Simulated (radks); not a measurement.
Coherent X-ray form factor from a spherical all-electron density. Calculated with a radial shooting solver on a logarithmic mesh with Libxc functionals: non-relativistic Kohn-Sham, LDA (Slater exchange, Perdew-Wang correlation), spin-unpolarised, spherical densities, point nucleus.

| sin(theta)/lambda (1/angstrom) | f0 (electrons) |
|---|---|
| 0.05 | 59.669 |
| 0.1 | 58.701 |
| 0.15 | 57.167 |
| 0.2 | 55.171 |
| 0.25 | 52.834 |
| 0.3 | 50.282 |
| 0.4 | 44.953 |
| 0.5 | 39.822 |
| 0.6 | 35.200 |
| 0.8 | 27.753 |
| 1 | 22.532 |
| 1.25 | 18.407 |
| 1.5 | 15.875 |
| 2 | 12.335 |

The species is in the configuration that NIST lists as its ground one. Which atom or ion scatters so?

Answer. The thulium ion Tm9+, [Kr] 4d10 4f11 5s2 5p1. Extrapolating in s^2 from the first two rows gives f0(0) = 60.0, near the electron count 60; among species with that count, the fall with angle is slower the higher Z, and the table is that of Z = 69; from so few rows the species is fixed only to a neighbour or two.
